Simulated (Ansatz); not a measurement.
`[O]=[Nb]([Cl])([Cl])[Cl]` + H₂O → `[O]=[Nb]([OH])([Cl])[Cl]` + HCl at 600 K and 1 bar (formal hydrolysis of the Nb–Cl bond).

Isolated molecules relaxed with PBE0-D4/def2-TZVP in Ansatz; ΔE leaves out vibrations. CCSD(T)/CBS adds triple-zeta CCSD(T) − MP2 to the extrapolated MP2 energy (def2 sets, frozen cores). This one scheme is used for every species. Elements past krypton have def2 core potentials. For Nb outer-core shells are correlated without core-valence functions, which leaves a few kJ/mol of doubt a bond. One conformer a species, not always the lowest.

```tsv
species	CCSD(T)/CBS energy (Eh)	H − E (kJ/mol)	S (J/(mol·K))
`[O]=[Nb]([Cl])([Cl])[Cl]`	-1511.67317	69.0	424.4
H₂O	-76.37941	76.8	212.8
`[O]=[Nb]([OH])([Cl])[Cl]`	-1127.66427	104.3	435.4
HCl	-460.38127	35.4	207.2
```

H − E and S are ideal-gas, rigid-rotor, harmonic terms from PBE0-D4/def2-TZVP, for one conformer and one mirror image of each species. 1 Eh = 2625.50 kJ/mol, R = 8.31446 J/(mol·K).

Problem. By hand: ΔE, ΔH, ΔS and ΔG.

Solution. ΔE = (-1127.66427) + (-460.38127) − (-1511.67317) − (-76.37941) = 0.00704 Eh = 18.5 kJ/mol. Δ(H − E) = 104.3 + 35.4 − 69.0 − 76.8 = -6.1, so ΔH = 12.4 kJ/mol. ΔS = 435.4 + 207.2 − 424.4 − 212.8 = 5.4 J/(mol·K). ΔG = 12.4 − 600 × (5.4)/1000 = 9.2 kJ/mol.

Problem. By hand: the equilibrium constant, and the temperature at which ΔG would vanish if ΔH and ΔS stayed fixed.

Solution. log₁₀ K = −ΔG/(RT ln 10) = -0.8. ΔG = 0 at ΔH/ΔS = 2296 K, though so small a ΔS makes that figure unsure.

The number of gas molecules stays the same, so ΔS is small and ΔH decides. A doubt of 5 kJ/mol in ΔE shifts log₁₀ K by 0.4 here. Other conformers and mirror images would add mixing entropy, several J/(mol·K) or more a flexible species. These are equilibria of isolated gas molecules and say nothing of rates. Largest T1 diagnostic: 0.021 (customary marks: 0.02 for closed shells, 0.045 for open ones).
